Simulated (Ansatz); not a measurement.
C3H7BFN (`BC(CF)N=C`), relaxed with RKS PBE0-D4/def2-TZVP in the Gaussian-basis code of Ansatz from a PBE-D4/def2-SVP geometry. The force threshold is 0.005 eV/Å; the program also tests the step.

The species carries charge 0 and has multiplicity 1.

Start:

```xyz
13

B     0.827    0.741   -1.082
C    -0.104    0.234    0.151
C     1.080    0.209    1.094
F     2.217    0.385    0.178
N    -0.662   -1.078   -0.059
C    -1.918   -1.192   -0.244
H     0.957    1.941   -1.226
H     1.067   -0.019   -1.996
H    -0.859    1.002    0.449
H     1.240   -0.763    1.598
H     1.137    1.059    1.799
H    -2.630   -0.327   -0.224
H    -2.352   -2.192   -0.438
```

Question: How much energy does the relaxation release, and in how many steps? (Best estimate.)

Answer: The calculation gave: 15.07 kJ/mol, in 27 steps, 4 of them rejected.

Question: Which bonds change most? (Estimate.)

Answer: The calculation gave: C3–F4 from 1.471 to 1.386 Å; B1–C2 from 1.626 to 1.568 Å; B1–H7 from 1.216 to 1.196 Å; B1–H8 from 1.213 to 1.193 Å.

Question: Give the relaxed structure. (Best estimate.)

Answer: Ansatz gave: 
```xyz
13

B     0.616    0.881   -1.250
C     0.033    0.202    0.037
C     1.078    0.196    1.136
F     2.286   -0.275    0.647
N    -0.509   -1.116   -0.171
C    -1.757   -1.253   -0.235
H     1.155    1.941   -1.124
H     0.469    0.403   -2.333
H    -0.753    0.925    0.360
H     0.782   -0.456    1.962
H     1.242    1.212    1.504
H    -2.463   -0.416   -0.126
H    -2.179   -2.242   -0.407
```
